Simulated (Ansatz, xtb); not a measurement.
Relaxing a trial structure of C3H11BSe

The starting geometry of this gas-phase singlet was built from a drawn formula by distance geometry; its bonds are those of `C[B-](C)(C)[SeH2+]`.

```xyz
16

C    -0.7920    0.4564   -1.0845
C     1.5582    0.3985   -0.1045
C     0.0299   -1.6325    0.2044
B     0.0543   -0.0426    0.1260
Se   -0.6033    0.7418    1.8648
H    -0.7793    1.6237   -1.1581
H    -0.4522    0.0735   -2.0502
H    -1.8626    0.2252   -0.9585
H     2.2171    0.0494    0.7956
H     1.6692    1.5048   -0.1150
H     1.9716   -0.0316   -1.0164
H    -1.0805   -1.9403    0.3837
H     0.2755   -2.0729   -0.7505
H     0.5421   -2.0087    1.0714
H    -0.7059    2.1444    1.2860
H    -2.0652    0.4883    1.5502
```

**Question.** Where would you expect an optimisation with r2SCAN-D4/def2-SVP to take it?

**Answer.** It loosens into C3H9B + H2Se, which stay close as a complex. Contacts that open: B4–Se5 (2.02 → 3.02 Å).

The energy falls by 0.99 eV over 13 steps:

```json
{"step": "1", "E − E(last) (eV)": "0.990"}
{"step": "2", "E − E(last) (eV)": "0.278"}
{"step": "4", "E − E(last) (eV)": "0.047"}
{"step": "5", "E − E(last) (eV)": "0.029"}
{"step": "6", "E − E(last) (eV)": "0.017"}
{"step": "8", "E − E(last) (eV)": "0.006"}
{"step": "9", "E − E(last) (eV)": "0.002"}
{"step": "10", "E − E(last) (eV)": "0.001"}
{"step": "12", "E − E(last) (eV)": "0.000"}
{"step": "13", "E − E(last) (eV)": "0.000"}
```

Final geometry (Å):

```
atom    x (Å)    y (Å)    z (Å)
   C  -0.8243   0.4818  -1.2240
   C   1.6808   0.3891  -0.1390
   C  -0.0184  -1.7279   0.1646
   B   0.2307  -0.2294  -0.2803
  Se  -0.8165   0.9801   2.2855
   H  -0.7532   1.5815  -1.2450
   H  -0.5896   0.1439  -2.2540
   H  -1.8716   0.1895  -1.0433
   H   2.2369   0.0420   0.7464
   H   1.7138   1.4901  -0.1779
   H   2.2565   0.0366  -1.0189
   H  -1.0779  -1.9875   0.3223
   H   0.3283  -2.3637  -0.6753
   H   0.5655  -2.0421   1.0445
   H  -0.8844   2.3058   1.6549
   H  -2.1996   0.6877   1.8841
```

From the same start GFN2-xTB reaches the same bonding as this run.

The end wasn't checked by frequencies. Run with Ansatz 0.2.0, 50 s on 2 threads of Arm Neoverse V2, on a shared host.
